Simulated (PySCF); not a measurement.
Compound: C3H10GeOSi.
Z-matrix (Å and degrees, PBE0-D3(BJ)/def2-SVP geometry), rows numbered from 1:
```
C 
C   1  1.3367
Ge  2  1.9368  1  122.11
O   3  1.7806  2  109.26  1   114.29
Si  4  1.6616  3  134.11  2   -49.62
C   5  1.8718  4  111.46  3    75.43
H   1  1.0964  2  121.85  3     0.44
H   1  1.0961  2  122.14  3  -179.57
H   2  1.0972  1  119.20  3   179.27
H   3  1.5421  2  108.78  1    -4.29
H   3  1.5362  2  112.70  1  -129.61
H   5  1.4937  4  107.31  3  -163.95
H   5  1.5010  4  110.07  3   -45.99
H   6  1.1010  5  110.85  4   -63.66
H   6  1.1010  5  110.78  4    56.67
H   6  1.1020  5  110.49  4   176.48
```

Theory: TDDFT CAM-B3LYP/def2-SVPD, vertical, gas phase, core orbitals frozen in the response (PySCF). Relativistic effects, spin–orbit coupling among them, are left out although an element past zinc is present.

Frontier orbitals with the atoms that hold most of them (Löwdin shares over 4%, at most four atoms; ? is withheld):

```
orbital  ε (eV)                             atoms
 HOMO-3  -10.47  C2 18%, C6 15%, Si5 13%, Ge3 13%
 HOMO-2   -9.76   O4 20%, C2 16%, C1 13%, Si5 11%
 HOMO-1   -9.67    C2 21%, C1 21%, O4 19%, Si5 9%
   HOMO   -9.41                                 ?
   LUMO    0.29                                 ?
 LUMO+1    1.17   Ge3 30%, C1 15%, H11 8%, Si5 6%
 LUMO+2    1.45   Ge3 23%, Si5 13%, C2 11%, O4 9%
```

**Question.** Give the leading atoms of the LUMO.

**Answer.** C1 (bonded to C and 2 H) 32%; C2 (bonded to C, Ge and H) 26%; Ge3 (bonded to C, O and 2 H) 14%; O4 (bonded to Ge and Si) 5%. By element: carbon 58% or more, germanium 14%, oxygen 5%.

**Question.** Give the leading atoms of the HOMO.

**Answer.** O4 (bonded to Ge and Si) 32%; C6 (bonded to Si and 3 H) 14%; C2 (bonded to C, Ge and H) 13%; Si5 (bonded to C, O and 2 H) 10%. By element: oxygen 32%, carbon 26% or more, silicon 10%.

**Question.** How does S1 compare with the orbital gap of 9.70 eV?

**Answer.** S1 is at 6.31 eV (f = 0.0031), 3.39 eV below the gap, made of HOMO→LUMO (50%), HOMO-3→LUMO (24%), HOMO-2→LUMO (17%). 

Next come S2 at 6.96 eV (f 0.040), HOMO-2→LUMO (50%), HOMO→LUMO (23%); S3 at 7.15 eV (f 0.269), HOMO-1→LUMO (78%), HOMO→LUMO (9%); S4 at 7.43 eV (f 0.013), HOMO→LUMO+2 (28%), HOMO-3→LUMO (25%), HOMO-2→LUMO (14%); S5 at 7.78 eV (f 0.085), HOMO→LUMO+1 (37%), HOMO-1→LUMO+1 (26%), HOMO-2→LUMO+1 (9%).

Löwdin shares depend on the basis, the more so with diffuse functions.

One conformer stands for the species.
